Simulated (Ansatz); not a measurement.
Program: Ansatz. Geometries: PBE0-D4/def2-TZVP. ΔE: electronic, gas phase. CCSD(T)/CBS adds triple-zeta CCSD(T) − MP2 to the extrapolated MP2 energy (def2 sets, frozen cores). DFT in def2-TZVPP. B3LYP here is the variant with VWN-RPA as its local correlation; programs differ in this. Each species was taken in one conformer, which may not be the lowest.

Reaction (redistribution): `N#CC[SiH3]` + `O=C[SiH2][SiH2][AlH2]` → `O=C[SiH2][SiH2][SiH3]` + `N#C[CH2][AlH2]`

```csv
level,ΔE (kcal/mol)
B3LYP,-1.1
HF/def2-TZVPP,-0.1
HF/def2-QZVPP,0.0
CCSD/CBS(def2),-1.5
```

Problem. What does CCSD(T)/CBS give? (Best estimate.)

Solution. Ansatz gave: -1.9 kcal/mol. The listed levels differ from it by 0.8, 1.8, 1.9, 0.4 kcal/mol.

Largest T1 diagnostic among the species: 0.016.

In def2-TZVPP, CCSD(T) changes the Hartree–Fock value by −1.6 kcal/mol (the triples alone add −0.3 kcal/mol) and MP2 by −2.1 kcal/mol. The D4 term adds −1.4 kcal/mol with B3LYP and −0.8 kcal/mol with PBE0; it sums over pairs of atoms, weighted by their polarisabilities, and B3LYP, whose exchange is more repulsive, gets the larger term.
